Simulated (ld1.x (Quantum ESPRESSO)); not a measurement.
**Transferability test, TM potential for magnesium**

ld1.x (Quantum ESPRESSO) 7.5 input, shortened:

```
&input
   title='Mg', zed=12., rel=0, dft='PW91', iswitch=3,
   config='[Ne] 3s1.5 3p0'
 /
 &inputp
   pseudotype=2, tm=.true., lloc=0,
   nlcc=.false.
 /
2
2P  2  1   6.00   0.00  0.75  0.75  0.0
2S  1  0   2.00   0.00  1.32  1.32  0.0
 &test
   configts(1)='2s2 2p6 3s1.5 3p0'
 /
```

Occupied shells without a wave of their own: 3s. They enter only through the test configuration that unscreens the potential.

Energies are relative to the spin-unpolarised reference configuration 2s2 2p6 3s1.5 3p0; without spin polarisation the order of configurations can differ from experiment.

```tsv
valence configuration	charge	ΔE all-electron (eV)	error AE − PS (meV)
2s2 2p6 3s2 3p0	0	-3.157	+102
2s2 2p6 3s1 3p0	+1	4.825	-142
2s2 2p6 3s0 3p1	+1	9.154	-396
2s2 2p5 3s2 3p0	+1	55.581	+496
2s2 2p6 3s1 3p1	0	0.321	-77
2s2 2p6 3s0 3p2	0	3.993	-287
```

What are ΔE and the potential's error for 2s2 2p6 3s0 3p0?

ΔE = 19.871 eV all-electron; the error (AE − PS) is -594 meV.

ld1.x printed “convergence not achieved” for 1 of the counted tests; its residual had stalled under 1e-8, short of the target of 1e-14. The 3s level has no wave, so the channel is fitted at the deeper level alone: the likely source of the large errors.
